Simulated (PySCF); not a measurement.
Ge(F)2(OH)(NH2) (F2GeH3NO), SMILES [NH2][Ge]([OH])([F])[F]. Geometry: PBE0-D3(BJ)/def2-SVP. The structure was generated by enumeration, and PubChem lists no compound with its InChIKey, so it may never have been made. One conformer was computed; it need not be the lowest.

Computed equilibrium geometry at PBE0-D3(BJ)/def2-SVP (PySCF confirms it by a frequency run) as a Z-matrix (one conformer of several):
```
Ge
F 1 1.7211
F 1 1.7316 2 102.54
O 1 1.7421 2 112.52 3 -114.17
H 4 0.9643 1 112.43 2 79.17
N 1 1.7799 2 108.31 3 124.06
H 6 1.0143 1 116.76 2 -47.85
H 6 1.0144 7 111.68 1 137.98
```
